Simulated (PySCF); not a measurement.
# Computed records: ClH$_{3}$NSi, B$_{2}$ClFH, CH$_{4}$BClSi, BH$_{5}$N$_{2}$Si

Calculation on a computer-drawn molecule: the log of a Hartree-Fock and frozen-core CCSD(T) single point meant for a local Hartree-Fock minimum, with one planted fault or none, to be diagnosed. Offsets are logged minus clean, where the clean run is the same molecule without the fault. The reference is restricted for singlets and unrestricted otherwise, and also for a bond in bohr or an excited solution. Adding or removing an electron swaps singlet and doublet. The excited solution moves the top pair (singlet) or top alpha electron (doublet) to the lowest empty orbital. Highest occupied and lowest empty are orbital energies over both spins, largest force is the largest gradient component, triples share is (T) over the correlation energy, the T1 limit is 0.02 restricted and 0.045 unrestricted, electrons count all cores, a negative frequency is imaginary (commonest isotopes), and the dipole is about the centre of nuclear charge. Program: PySCF 2.14.0.

Common to all runs: meant multiplicity 1; meant basis cc-pV(D+d)Z; logged SCF converged yes; possible faults no fault, one electron removed, one electron added, multiplicity raised by two, geometry at a saddle point, SCF held on an excited solution, minimal basis STO-3G, one bond length entered in bohr, all coordinates scaled.

(1) ClH$_{3}$NSi

Logged structure:
```xyz
6
ClH3NSi
N     -0.0728     2.0362    -0.2921
Si    -0.6353     2.1657    -1.8113
Cl    -2.4937     2.7022    -2.1279
H     -0.6184     2.2154     0.5360
H      0.8751     1.7640    -0.0824
H      0.2450     1.8818    -2.9297
```

```
meant charge                         : 1
logged electrons                     : 41
logged basis functions               : 75
logged spin squared                  : 0.77
logged highest occupied              : -5.4761 eV
logged lowest empty                  : 3.195 eV
logged largest force                 : 0.06797 hartree/bohr
logged T1 diagnostic                 : 0.012176
logged D1 diagnostic                 : 0.04839
logged triples share                 : 0.024054
logged CC converged                  : yes
logged dipole magnitude              : 2.4144 debye
logged SCF stable within its kind    : yes
logged energy HF                     : -804.62179 hartree
logged energy CCSD(T)                : -805.06209 hartree
planted fault                        : one electron added
HF energy offset from clean run      : -109.7 kcal/mol
CCSD(T) energy offset from clean run : -114.2 kcal/mol
```

Drawn bonds:
| atom | other atom | order |
| --- | --- | --- |
| 1 | 2 | 1 |
| 2 | 3 | 1 |
| 1 | 4 | 1 |
| 1 | 5 | 1 |
| 2 | 6 | 1 |

(2) B$_{2}$ClFH

Logged structure:
```xyz
5
B2ClFH
F     -2.7201     1.0237    -1.9774
B     -2.6747    -0.2680    -1.9502
B     -1.7712    -0.9922    -3.2932
Cl    -0.9581    -1.6843    -4.4989
H     -3.1705    -0.9632    -1.1308
```

```
meant charge                         : 1
logged electrons                     : 36
logged basis functions               : 70
logged spin squared                  : 0
logged highest occupied              : -19.487 eV
logged lowest empty                  : -5.8882 eV
logged largest force                 : 1.51e-05 hartree/bohr
logged lowest frequency              : 148.9 cm⁻¹
logged T1 diagnostic                 : 0.019055
logged D1 diagnostic                 : 0.056957
logged triples share                 : 0.028184
logged CC converged                  : yes
logged dipole magnitude              : 2.3071 debye
logged SCF stable within its kind    : yes
logged energy HF                     : -608.65789 hartree
logged energy CCSD(T)                : -609.16179 hartree
planted fault                        : no fault
HF energy offset from clean run      : 0 kcal/mol
CCSD(T) energy offset from clean run : 0 kcal/mol
```

Drawn bonds:
| atom | other atom | order |
| --- | --- | --- |
| 1 | 2 | 1 |
| 2 | 3 | 1 |
| 3 | 4 | 1 |
| 2 | 5 | 1 |

(3) CH$_{4}$BClSi

Logged structure:
```xyz
8
CH4BClSi
Si     0.4766     0.9051     1.6081
C     -0.4485     2.4252     1.0882
B     -0.4809     2.8287    -0.2295
Cl    -0.4933     3.2869    -1.8626
H     -0.4216    -0.0943     2.2362
H      1.1069     0.2860     0.4157
H      1.5417     1.2218     2.5906
H     -0.9733     3.0048     1.8431
```

```
meant charge                      : 0
logged electrons                  : 46
logged basis functions            : 94
logged spin squared               : 0
logged highest occupied           : -3.9847 eV
logged lowest empty               : -2.4213 eV
logged largest force              : 0.16344 hartree/bohr
logged CC converged               : no
logged dipole magnitude           : 4.4625 debye
logged SCF stable within its kind : no
logged energy HF                  : -812.94885 hartree
planted fault                     : SCF held on an excited solution
HF energy offset from clean run   : 232.2 kcal/mol
```

Drawn bonds:
| atom | other atom | order |
| --- | --- | --- |
| 1 | 2 | 1 |
| 2 | 3 | 2 |
| 3 | 4 | 1 |
| 1 | 5 | 1 |
| 1 | 6 | 1 |
| 1 | 7 | 1 |
| 2 | 8 | 1 |

Notes: CCSD not converged.

(4) BH$_{5}$N$_{2}$Si

Logged structure:
```xyz
9
BH5N2Si
B     -0.1918     1.1236     0.8797
N      0.9643     0.4563     0.4241
Si     1.2171    -0.0654    -1.2352
N      2.7631    -0.7749    -1.0806
H     -1.0774     1.3644     0.1043
H     -0.2880     1.4474     2.0342
H      1.6695     0.2831     1.1193
H      3.2161    -1.1848    -1.8754
H      3.3325    -0.8512    -0.2575
```

```
meant charge                         : 0
logged electrons                     : 38
logged basis functions               : 90
logged spin squared                  : 0
logged highest occupied              : -9.0472 eV
logged lowest empty                  : 2.5344 eV
logged largest force                 : 1.629e-05 hartree/bohr
logged lowest frequency              : 120.93 cm⁻¹
logged T1 diagnostic                 : 0.015313
logged D1 diagnostic                 : 0.043183
logged triples share                 : 0.028885
logged CC converged                  : yes
logged dipole magnitude              : 3.1937 debye
logged SCF stable within its kind    : yes
logged energy HF                     : -425.49885 hartree
logged energy CCSD(T)                : -426.06666 hartree
planted fault                        : no fault
HF energy offset from clean run      : 0 kcal/mol
CCSD(T) energy offset from clean run : 0 kcal/mol
```

Drawn bonds:
| atom | other atom | order |
| --- | --- | --- |
| 1 | 2 | 1 |
| 2 | 3 | 1 |
| 3 | 4 | 1 |
| 1 | 5 | 1 |
| 1 | 6 | 1 |
| 2 | 7 | 1 |
| 4 | 8 | 1 |
| 4 | 9 | 1 |
